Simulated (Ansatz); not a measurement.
A nudged elastic band was laid between two geometries of C$_{2}$H$_{3}$Cl$_{2}$FSi (9 atoms, charge 0, multiplicity 1).

All numbers below come from RKS PBE0/6-31G in Ansatz.

- movable images: 2
- climbing image: no
- spring: 5.0 eV/Å²
- optimiser: quadratic models (default)
- start path: through a guess of the saddle point
- force threshold: 0.03 eV/Å
- iteration limit: 60
- end points: relaxed

Image 0:

```xyz
9
Properties=species:S:1:pos:R:3
F -0.655 -2.094 -0.387
C 0.425 -1.355 -0.832
C 0.615 -0.095 -0.454
Si -0.524 0.828 0.701
Cl -1.241 2.599 -0.327
Cl 0.637 1.495 2.408
H 1.051 -1.938 -1.497
H 1.484 0.429 -0.839
H -1.704 0.084 1.211
```

Image 3:

```xyz
9
Properties=species:S:1:pos:R:3
F 1.063 -2.129 -1.581
C 0.282 -1.372 -0.741
C 0.589 -0.111 -0.442
Si -0.496 0.876 0.701
Cl -1.231 2.640 -0.318
Cl 0.647 1.537 2.417
H -0.572 -1.936 -0.383
H 1.478 0.348 -0.865
H -1.671 0.101 1.195
```

Question: What changes between the two ends?

Answer: No bond is made or broken. The dihedral F1–C2–C3–Si4 goes from 0 to -180°.

Question: Give the energies along the band, and the barrier.

Answer: The forces met the threshold. The highest image is number 2 of 0 to 3, 1.17 eV above the first end and 1.14 eV above the last; the last end lies 0.03 eV above the first. No image climbed, so the highest image needn't sit at the top of the path. A band with more images between the same ends climbed to 3.02 eV, so this one has probably stepped over the top. So few images can step over the top or miss a turn of the path. Limits of this set-up: no polarisation functions.

```csv
image,path coordinate (Å),energy (eV),dihedral F1–C2–C3–Si4 (°)
0,0.00,0.00,0
1,1.45,1.17,58
2,2.90,1.17,122
3,4.35,0.03,-180
```

Question: What is the geometry of the highest image?

Answer: 
```xyz
9
Properties=species:S:1:pos:R:3
F 0.060 -1.882 -1.968
C 0.357 -1.409 -0.717
C 0.589 -0.115 -0.438
Si -0.405 0.840 0.806
Cl -1.227 2.557 -0.266
Cl 0.739 1.622 2.455
H 0.446 -2.261 -0.069
H 1.120 0.511 -1.137
H -1.591 0.091 1.316
```

The band took 8 iterations and of the order of 70 core-seconds.

Time of the run: 71 s on 1 thread of Arm Neoverse V2, with other jobs on the host, peak memory 0.17 GiB.
